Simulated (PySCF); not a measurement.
## How methods differ on the interval between two levels of As

As [Ar] 3d10 4s2 4p3 [4S3/2, M_J = 3/2] → As [Ar] 3d10 4s2 4p2 4d1 [4F9/2, M_J = 9/2], as a difference of total energies. Computed with PySCF 2.14 in x2c-SVPall-2c with one added diffuse shell each of s, p, d type (6s7p4d, 47 functions), with the two-component X2C-1e Hamiltonian. Correlated levels: [Ne] frozen. "Screened" scales the spin-orbit matrix elements by Boettger's factors to mimic the two-electron term; Breit and QED terms are absent.

```csv
method,interval between two levels (cm⁻¹)
GHF (spin-free),71432
GMP2 (spin-free),75315
GHF (screened spin-orbit),72206
GMP2 (screened spin-orbit),76121
```

The labels give the starting determinants; with spin-orbit coupling the two ends relaxed to ⟨J²⟩ = 3.75, ⟨L²⟩ = 0.01, ⟨S²⟩ = 3.74 and ⟨J²⟩ = 24.76, ⟨L²⟩ = 12.08, ⟨S²⟩ = 3.73.

The promoted electron is Rydberg-like, and one or two diffuse shells describe it only roughly, which tends to raise the upper state.
